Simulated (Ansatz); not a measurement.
`[OH][SbH][Br]` + H₂ → `[OH][SbH2]` + HBr at 600 K and 1 bar (hydrogenolysis of the Sb–Br bond).

Gas-phase electronic energies from Ansatz, PBE0-D4/def2-TZVP geometries. CCSD(T)/CBS is the MP2 limit (def2-TZVPP, def2-QZVPP) plus CCSD(T) − MP2 in def2-TZVPP, frozen cores. This one scheme is used for every species. Elements past krypton have def2 core potentials. For Br, Sb outer-core shells are correlated without core-valence functions, which leaves a few kJ/mol of doubt a bond. Scalar relativity is left out up to krypton. Each species was taken in one conformer, which may not be the lowest.

```
        species  CCSD(T)/CBS energy (Eh)  H − E (kJ/mol)  S (J/(mol·K))
`[OH][SbH][Br]`              -2889.75660            95.1          375.9
             H₂                 -1.17544            43.9          150.8
   `[OH][SbH2]`               -316.98030           103.5          324.2
            HBr              -2573.91920            33.5          219.1
```

H − E and S are ideal-gas, rigid-rotor, harmonic terms from PBE0-D4/def2-TZVP, for one conformer and one mirror image of each species. The MP2-based limit puts H₂ 0.8 mEh under its directly extrapolated value; such offsets cancel only in part. 1 Eh = 2625.50 kJ/mol, R = 8.31446 J/(mol·K).

Question: By hand: ΔE, ΔH, ΔS and ΔG.

Answer: ΔE = (-316.98030) + (-2573.91920) − (-2889.75660) − (-1.17544) = 0.03254 Eh = 85.4 kJ/mol. Δ(H − E) = 103.5 + 33.5 − 95.1 − 43.9 = -2.0, so ΔH = 83.4 kJ/mol. ΔS = 324.2 + 219.1 − 375.9 − 150.8 = 16.6 J/(mol·K). ΔG = 83.4 − 600 × (16.6)/1000 = 73.4 kJ/mol.

Question: By hand: the equilibrium constant, and the temperature at which ΔG would vanish if ΔH and ΔS stayed fixed.

Answer: log₁₀ K = −ΔG/(RT ln 10) = -6.4. ΔG = 0 at ΔH/ΔS = 5024 K, far beyond where these terms or the molecules hold.

ΔH outweighs TΔS. A doubt of 5 kJ/mol in ΔE shifts log₁₀ K by 0.4 here. Other conformers and mirror images would add mixing entropy, several J/(mol·K) or more a flexible species. These are equilibria of isolated gas molecules and say nothing of rates. Largest T1 diagnostic: 0.014 (customary marks: 0.02 for closed shells, 0.045 for open ones).
